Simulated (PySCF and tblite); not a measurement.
Results of a calculation; reference values are marked as such.
System: C₅H₉NO, numbered as in [CH2:1]=[CH:2][N:3]([CH3:4])[C:5]([CH3:6])=[O:7].

Motion: rotation about the C2–N3 bond (torsion C1–C2–N3–C4 from 0° to 144°, rising). GFN2-xTB gives an electronic barrier of 5.5 kcal/mol and a reaction energy of 3.3 kcal/mol.

(1) What does PBE0/pcSseg-1 + D3(BJ) give on GFN2-xTB geometries?

Programs: tblite and PySCF.

Results:

(1) A barrier of 7.1 kcal/mol, 1.6 above the tight-binding barrier (from unrounded values), a reaction energy of 5.0 kcal/mol and, with GFN2-xTB thermal terms, ΔG‡(298 K) = 6.1 kcal/mol and k = 4.4×10⁸ s⁻¹ (2 equivalent paths).
